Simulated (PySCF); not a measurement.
# Working out the excitation energy of Te²⁺

Te²⁺ [Kr] 4d10 5s2 5p2 (3P) → Te²⁺ [Kr] 4d10 5s1 5p3 (5S). Computed with PySCF 2.14 in aug-cc-pwCVDZ-PP with ECP28MDF (6s5p4d1f, 48 functions), with a scalar-relativistic core potential. Frozen: 4s2 4p6 4d10. Energies in hartree (1 hartree = 27.21139 eV):

```json
{"part": "UHF", "Te²⁺ (lower)": "-266.041610", "Te²⁺ (upper)": "-265.843449"}
{"part": "CCSD correlation", "Te²⁺ (lower)": "-0.055453", "Te²⁺ (upper)": "-0.018201"}
{"part": "(T)", "Te²⁺ (lower)": "-0.000672", "Te²⁺ (upper)": "-0.000070"}
```

Q: What does Hartree-Fock give?

A: (-265.843449) − (-266.041610) = 0.198161 hartree = 5.392 eV.

Q: What do CCSD and CCSD(T) give?

A: The CCSD correlation energies differ by 0.037252 hartree = 1.014 eV and the triples by 0.000602 hartree = 0.016 eV, so CCSD gives 6.406 eV and CCSD(T) 6.422 eV.

A double-zeta basis recovers only part of the correlation energy.
